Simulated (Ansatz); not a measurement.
Ga₅As₄. Charge 0, multiplicity 2. Geometry r2SCAN-D4/def2-SVP.

Cartesian coordinates in Å:
```
Ga 1.521 1.507 0.989
Ga -0.120 -1.140 -1.747
Ga -0.757 0.938 2.425
Ga -2.381 -1.875 -0.727
Ga 1.929 -0.964 0.635
As -1.726 0.562 -0.050
As 0.192 1.959 -1.069
As -0.561 -1.342 1.164
As 1.903 0.355 -1.619
```

The structure comes from a short search, and lower isomers may exist.

**Question.** Estimate the α-spin orbital energies around the gap (eV) in Ansatz with PBE-D4/def2-SVP, r2SCAN-D4/def2-SVP.

**Answer.** 
```json
{"orbital": "HOMO−9", "PBE-D4/def2-SVP": "-7.85", "r2SCAN-D4/def2-SVP": "-8.19"}
{"orbital": "HOMO−8", "PBE-D4/def2-SVP": "-7.34", "r2SCAN-D4/def2-SVP": "-7.68"}
{"orbital": "HOMO−7", "PBE-D4/def2-SVP": "-7.00", "r2SCAN-D4/def2-SVP": "-7.30"}
{"orbital": "HOMO−6", "PBE-D4/def2-SVP": "-6.47", "r2SCAN-D4/def2-SVP": "-6.74"}
{"orbital": "HOMO−5", "PBE-D4/def2-SVP": "-6.30", "r2SCAN-D4/def2-SVP": "-6.61"}
{"orbital": "HOMO−4", "PBE-D4/def2-SVP": "-6.13", "r2SCAN-D4/def2-SVP": "-6.41"}
{"orbital": "HOMO−3", "PBE-D4/def2-SVP": "-5.57", "r2SCAN-D4/def2-SVP": "-5.84"}
{"orbital": "HOMO−2", "PBE-D4/def2-SVP": "-5.48", "r2SCAN-D4/def2-SVP": "-5.71"}
{"orbital": "HOMO−1", "PBE-D4/def2-SVP": "-5.23", "r2SCAN-D4/def2-SVP": "-5.50"}
{"orbital": "HOMO", "PBE-D4/def2-SVP": "-4.71", "r2SCAN-D4/def2-SVP": "-5.07"}
{"orbital": "LUMO", "PBE-D4/def2-SVP": "-3.33", "r2SCAN-D4/def2-SVP": "-3.38"}
{"orbital": "LUMO+1", "PBE-D4/def2-SVP": "-2.95", "r2SCAN-D4/def2-SVP": "-3.01"}
{"orbital": "LUMO+2", "PBE-D4/def2-SVP": "-2.69", "r2SCAN-D4/def2-SVP": "-2.69"}
{"orbital": "LUMO+3", "PBE-D4/def2-SVP": "-2.25", "r2SCAN-D4/def2-SVP": "-2.23"}
{"orbital": "LUMO+4", "PBE-D4/def2-SVP": "-1.94", "r2SCAN-D4/def2-SVP": "-1.89"}
{"orbital": "LUMO+5", "PBE-D4/def2-SVP": "-1.83", "r2SCAN-D4/def2-SVP": "-1.79"}
{"orbital": "β HOMO", "PBE-D4/def2-SVP": "-5.15", "r2SCAN-D4/def2-SVP": "-5.39"}
{"orbital": "β LUMO", "PBE-D4/def2-SVP": "-4.12", "r2SCAN-D4/def2-SVP": "-4.05"}
```
